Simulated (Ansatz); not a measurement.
C2H8AlFSi, SMILES `C[SiH2][CH2][AlH][F]`. The species carries charge 0 and has multiplicity 1.

```xyz
13

C    -0.1875    1.8230   -0.4198
Si   -0.2866    0.5735    0.9716
C     0.6801   -0.9734    0.5541
Al    0.0243   -1.9425   -0.9837
F    -0.9571   -3.2480   -0.7291
H    -0.6037    1.4263   -1.3501
H    -0.7420    2.7297   -0.1673
H     0.8500    2.1070   -0.6138
H    -1.7149    0.2089    1.2034
H     0.2212    1.1957    2.2276
H     1.7207   -0.6763    0.3735
H     0.6659   -1.6390    1.4243
H     0.3295   -1.5847   -2.4907
```

Task: What are the harmonic wavenumbers in cm⁻¹ at PBE0-D4/def2-TZVP (Ansatz, finite differences of forces, unscaled)? (Best estimate.)

Result: Computed: 22, 52, 102, 161, 208, 230, 454, 465, 541, 587, 652, 679, 709, 755, 764, 844, 879, 898, 962, 973, 984, 1282, 1372, 1448, 1453, 1954, 2192, 2198, 3043, 3047, 3107, 3127, 3137.

Task: Is this a minimum?

Result: Yes, all 33 modes are real.

Task: Give the ideal-gas thermochemistry at 298.15 K and 1 bar (rigid rotor, harmonic oscillator; point group C1, symmetry number 1).

Result: Zero-point energy 235.0 kJ/mol; H(298) − E = 260.4 kJ/mol; entropy 392.5 J/(mol·K), of which translation 167.0, rotation 116.5, vibration 108.9; G(298) − E = 143.3 kJ/mol. Modes under 100 cm⁻¹ are hindered rotations or soft bends, so the harmonic entropy is rough.

Task: And at 400, 500, 600, 800 and 1000 K?

Result: 
```csv
T (K),H − E (kJ/mol),S (J/mol/K),G − E (kJ/mol)
400,275.3,435.4,101.2
500,292.4,473.4,55.7
600,311.4,508.0,6.6
800,353.7,568.8,-101.3
1000,400.4,620.7,-220.3
```
